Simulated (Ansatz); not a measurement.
Reaction (formal hydrolysis of the In–O bond): `[SiH3][O][InH2]` + H₂O → `[OH][InH2]` + silanol

Gas-phase electronic energies from Ansatz, PBE0-D4/def2-TZVP geometries. CBS: MP2 limit from def2 TZ/QZ plus the TZ coupled-cluster correction, frozen cores. This one scheme is used for every species. Functionals use def2-TZVPP. HSE06 is defined as in plane-wave codes. Elements past krypton have def2 core potentials. For In outer-core shells are correlated without core-valence functions, which leaves a few kJ/mol of doubt a bond.

```
             level  ΔE (kJ/mol)  difference from CCSD(T)/CBS
       LDA (SPW92)         14.0                        -11.6
        r2SCANh-D4         20.6                         -5.0
        r2SCAN0-D4         22.4                         -3.2
           ωB97X-V         20.1                         -5.5
               PBE         12.9                        -12.7
              BLYP         11.6                        -14.0
            r2SCAN         18.3                         -7.3
           r2SCAN0         21.3                         -4.3
             HSE06         18.0                         -7.6
RPA@PBE/def2-TZVPP         22.7                         -2.9
      MP2/def2-SVP         29.2                          3.6
     CCSD/def2-SVP         29.5                          3.9
     HF/def2-TZVPP         25.5                         -0.1
CCSD(T)/def2-TZVPP         24.3                         -1.3
    MP2/def2-QZVPP         25.6                          0.0
     MP2/CBS(def2)         25.9                          0.3
       CCSD(T)/CBS         25.6                            0
```

Largest T1 diagnostic among the species: 0.017.

From BLYP to BHLYP (50 % exact exchange), in def2-TZVPP and without D4, ΔE moves by +9.1 kJ/mol. At CCSD(T), def2-SVP lies +3.3 kJ/mol from the extrapolated value and def2-TZVPP −1.3 kJ/mol.
